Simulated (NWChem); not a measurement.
Species: CClF, singlet; SMILES F[C]Cl

```xyz
3

F     -0.2550     1.4527     0.0000
C      0.6746     0.5645     0.0000
Cl    -0.1181    -0.9884     0.0000
```
Atoms are numbered in this order, from 1.

Program: NWChem. Geometry optimised at PBE0/def2-SVP; all other runs use it. Low-valent species are run as closed-shell singlets; no triplet was tried in these runs.

```
quantity                                                level  value
-----------------------------------------  ------------------  -----
vertical, lowest excitation, singlet (eV)  PBE/def2-SVPD, TDA   3.55
vertical ionisation energy, ΔSCF (eV)            PBE/def2-SVP      …
dipole in solution (D) in n-hexane         PBE0/def2-SVP, SMD   1.03
anisotropy (bohr³), static                      PBE/def2-SVPD      …
dipole (D)                                      PBE0/def2-SVP   0.96
highest harmonic frequency (cm⁻¹)               PBE0/def2-SVP      …
```

Q: What belongs in the gaps?

A: 
- vertical ionisation energy, ΔSCF (eV), value: 10.44
- anisotropy (bohr³), static, value: 17.0
- highest harmonic frequency (cm⁻¹), value: 1265
